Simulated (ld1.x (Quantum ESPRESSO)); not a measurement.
# Before and after: PAW potential for P (Z = 15)

ld1.x (Quantum ESPRESSO) 7.5 input, shortened:

```
&input
   title='P', zed=15., rel=1, dft='PZ', iswitch=3,
   config='[Ne] 3s2 3p1'
 /
 &inputp
   pseudotype=3, lpaw=.true., tm=.true., lloc=-1, rcloc=1.30,
   nlcc=.true., new_core_ps=.true.,
   which_augfun='PSQ', rmatch_augfun_nc=.true.
 /
4
3S  1  0   2.00   0.00  1.15  1.55  0.0
3S  1  0   0.00   1.75  1.15  1.55  0.0
3P  2  1   1.00   0.00  1.50  1.60  0.0
3P  2  1   0.00  -0.25  1.50  1.60  0.0
 &test
   configts(1)='3s2 3p1'
 /
```

All-electron outer shells of the reference configuration (LDA (PZ), scalar-relativistic, ld1.x):

```
shell  level (eV)  outermost node (bohr)  outermost maximum (bohr)
   3s      -34.02                   0.65                      1.50
   3p      -24.40                   0.63                      1.68
```

Change: reference 3s2 3p3.

Cutoffs: the cutoffs (Ry, on a coarse ladder) from which the occupation-weighted sum of valence levels, in a spherical-Bessel basis at the reference potential, stays within 10 and 1 mRy of its value at 400 Ry; they do not see the model core or the augmentation charge, which bear on the density cutoff. Errors are all-electron minus pseudo energies relative to the spin-unpolarised reference configuration.

Q: What does the change do?

A: The potential gets softer (15 Ry and 25 Ry → 12 Ry and 25 Ry); neither file shows a bound ghost.

| quantity | base | changed |
| --- | --- | --- |
| cutoff, loose | 15 Ry | 12 Ry |
| cutoff, tight | 25 Ry | 25 Ry |
| loose cutoff by channel (10 mRy a level) | s 10 Ry, p 10 Ry | s 10 Ry, p 8 Ry |
| bound ghosts | none | none |
| largest error over its own tests, meV | -88 | -47 |
| s: phases at 1.75 bohr within 0.05 rad from the reference energy up to (Ry; the scan ends near 5) | to the end of the scan | to the end of the scan |
| p: phases at 1.75 bohr within 0.05 rad from the reference energy up to (Ry; the scan ends near 5) | to the end of the scan | to the end of the scan |
| lowest overlap eigenvalue by channel | s 0.46, p 0.73 | s 0.44, p 0.75 |
